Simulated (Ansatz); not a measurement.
## Cost against result

Saddle point of BH₄ClF₂, closed shell (BH₂Cl ([BH2][Cl]) + HF + HF → BH₂F ([BH2][F]) + HCl + HF; bonds formed: Cl2–H7, H5–F8; dative contacts that become bonds: B1–F6; bonds broken: B1–Cl2, H5–F6, H7–F8), PBE0-D4/def2-TZVP structure:

B1  (-0.339, -0.986, 0.065)
Cl2  (1.523, -0.432, -0.336)
H3  (-0.615, -1.838, -0.718)
H4  (-0.379, -1.179, 1.241)
H5  (-0.501, 1.219, -0.048)
F6  (-1.136, 0.251, -0.254)
H7  (1.087, 1.059, -0.050)
F8  (0.361, 1.905, 0.101)
(Å)

Barriers are electronic and count from the start structure reached by relaxing down the imaginary mode.

Ansatz 0.2.0; basis: as named in each row; cores frozen in the correlated methods. B3LYP uses VWN-RPA correlation. Extrapolation: Hartree–Fock as exp(−7.88 √X), correlation as X^−2.97.

Times are rough, for one single point on 4 threads of a shared host (Intel Xeon).

The estimate by CCSD(T) at an estimated basis limit (MP2 extrapolated from triple and quadruple zeta, plus CCSD(T) − MP2 in triple zeta) is 22.0 kJ/mol.

```
      method       basis  time (s)  barrier (kJ/mol)  method less estimate
          HF      STO-3G   under 1               3.8                 -18.2
       SPW92    def2-SVP   under 1             -19.6                 -41.6
      PBE-D4      STO-3G   under 1             -74.2                 -96.2
    B3LYP-D4       6-31G   under 1              14.0                  -8.0
      PBE-D4    def2-SVP   under 1              -2.8                 -24.8
     PBE0-D4    def2-SVP         1               6.8                 -15.3
       SPW92  def2-TZVPP         1             -13.5                 -35.5
      PBE-D4  def2-TZVPP         2               2.8                 -19.2
     BLYP-D4  def2-TZVPP         2               8.0                 -14.0
    BHLYP-D4  def2-TZVPP         3              22.8                   0.8
     CCSD(T)    def2-SVP         3              21.3                  -0.8
     PBE0-D4  def2-TZVPP         3              10.4                 -11.6
    B3LYP-D4  def2-TZVPP         3              13.2                  -8.8
     wB97M-V    def2-SVP         3              13.3                  -8.7
CAM-B3LYP-D4  def2-TZVPP         3              12.8                  -9.3
   r2SCAN-D4  def2-TZVPP         4               5.8                 -16.2
  r2SCAN0-D4  def2-TZVPP         4              11.7                 -10.3
  RPA on PBE  def2-TZVPP         5              16.0                  -6.0
      B2PLYP  def2-TZVPP         5              16.3                  -5.7
    PBE-QIDH  def2-TZVPP         6              16.2                  -5.8
      B97M-V  def2-TZVPP         6              20.2                  -1.8
     wB97M-V  def2-TZVPP         6              17.9                  -4.1
     wB97X-V  def2-TZVPP         8              16.5                  -5.5
         MP2  def2-QZVPP        18              18.3                  -3.7
     CCSD(T)  def2-TZVPP        49              20.0                  -2.0
```

All methods are single points on the PBE0-D4 structures; a negative value means that the method puts the saddle structure below the start.

The T1 diagnostic stays at or below 0.011.

Labels in which every atom is bracketed show which atoms are joined, not bond orders.
